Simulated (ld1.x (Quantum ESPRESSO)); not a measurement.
**Which change was made? (K, TM)**

ld1.x (Quantum ESPRESSO) 7.5 input, shortened:

```
&input
   title='K', zed=19., rel=1, dft='PZ', iswitch=3,
   config='[Ar] 3d0 4s0.5 4p0'
 /
 &inputp
   pseudotype=2, tm=.true., lloc=0,
   nlcc=.false.
 /
3
4P  2  1   0.00   0.00  3.75  3.75  0.0
3D  3  2   0.00   0.00  4.20  4.20  0.0
4S  1  0   0.50   0.00  2.65  2.65  0.0
 &test
   configts(1)='3d0 4s0.5 4p0'
 /
```

Cutoffs, loose and tight: the cutoffs (Ry, on a coarse ladder) from which the occupation-weighted sum of valence levels, in a spherical-Bessel basis at the reference potential, stays within 10 and 1 mRy of its value at 400 Ry. They do not see the model core or the augmentation charge, which bear on the density cutoff. Test errors are all-electron minus pseudo excitation energies from the reference, over the configurations 3d0 4s1 4p0; 3d0 4s0 4p1; 3d1 4s0 4p0; 3d0.5 4s0.5 4p0 (two spin-polarised tests are not counted in the largest error); variants that change the core or the reference have their own tests. The largest error is taken over the tests solved by every variant that gives reliable tests at all, those not shown here included: 3d0 4s0 4p1; 3d0 4s1 4p0; 3d0.5 4s0.5 4p0; 3d1 4s0 4p0.

The base gives: outcome: generated; cutoff, loose: 6 Ry; cutoff, tight: 10 Ry; bound ghosts: none; largest test error (meV): +64.

(1) After one change the result is: outcome: generated; cutoff, loose: 6 Ry; cutoff, tight: 12 Ry; bound ghosts: p; largest test error (meV): +87. Which change was it?
A. all radii scaled by about 0.75 (s 1.98, p 2.80, d 3.14 bohr)
B. all radii scaled by about 1.39 (s 3.68, p 5.22, d 5.84 bohr)
C. all radii scaled by about 0.95 (s 2.50, p 3.56, d 3.98 bohr)

Answers

(1) C. The others give: all radii scaled by about 0.75 (s 1.98, p 2.80, d 3.14 bohr) → outcome: generated; cutoff, loose: 8 Ry; cutoff, tight: 35 Ry; bound ghosts: p, s (extra level of the local part); largest test error (meV): -311 | all radii scaled by about 1.39 (s 3.68, p 5.22, d 5.84 bohr) → outcome: generated; cutoff, loose: 6 Ry; cutoff, tight: 6 Ry; bound ghosts: none; largest test error (meV): +19.
